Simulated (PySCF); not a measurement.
**Indirect couplings**

Geometry:
| atom | x (Å) | y (Å) | z (Å) |
| --- | --- | --- | --- |
| Ge1 | -0.332 | -0.384 | -1.347 |
| C2 | -0.255 | -0.449 | 0.572 |
| C3 | 0.561 | 0.695 | 1.163 |
| H4 | 0.163 | -1.434 | 0.835 |
| H5 | -1.298 | -0.440 | 0.924 |
| H6 | 0.582 | 0.627 | 2.261 |
| H7 | 1.602 | 0.674 | 0.809 |
| H8 | 0.137 | 1.674 | 0.896 |
| F9 | 1.213 | -0.534 | -2.090 |
| F10 | -0.972 | 1.099 | -1.941 |
| F11 | -1.304 | -1.615 | -2.051 |

Couplings: PBE/pcJ-1 (pcSseg-1 on Ge) (spin–dipole term only in couplings to heteroatoms) in PySCF, geometry PBE0-D3(BJ)/def2-SVP; gas phase, one conformer, non-relativistic. Couplings are averaged over pairs made equivalent by symmetry, fast rotation or ring inversion, so a value needn't be that of the named pair in this geometry, while other rotamers aren't included; one pair stands for each set, and the list holds those of at least 0.8 Hz over up to four bonds.

Isotopes: $^{13}$C, $^{1}$H, $^{19}$F.

```json
{"pair": "C2, C3", "bonds": "1", "J (Hz)": "28.9"}
{"pair": "C2, H4", "bonds": "1", "J (Hz)": "?"}
{"pair": "C3, H6", "bonds": "1", "J (Hz)": "?"}
{"pair": "C2, H6", "bonds": "2", "J (Hz)": "-2.7"}
{"pair": "C2, F9", "bonds": "2", "J (Hz)": "-2.6"}
{"pair": "C3, H4", "bonds": "2", "J (Hz)": "-3.2"}
{"pair": "H4, H5", "bonds": "2", "J (Hz)": "?"}
{"pair": "H6, H7", "bonds": "2", "J (Hz)": "-12.8"}
{"pair": "F9, F10", "bonds": "2", "J (Hz)": "-131.4"}
{"pair": "C3, F9", "bonds": "3", "J (Hz)": "?"}
{"pair": "H4, H6", "bonds": "3", "J (Hz)": "8.8"}
{"pair": "H4, F9", "bonds": "3", "J (Hz)": "1.1"}
{"pair": "H6, F9", "bonds": "4", "J (Hz)": "1.4"}
```

Q: Estimate the withheld couplings, with signs.

A: 
- $^{1}J$(C2,H4) = 128.8 Hz (bond length 1.102 Å)
- $^{1}J$(C3,H6) = 124.8 Hz (bond length 1.100 Å)
- $^{2}J$(H4,H5) = -13.0 Hz (angle at C2 107°)
- $^{3}J$(C3,F9) = -0.8 Hz (mean over equivalent pairs that range from -1.7 to 0.8 Hz in this conformer)

Relativistic effects of the heavier atoms present are left out.
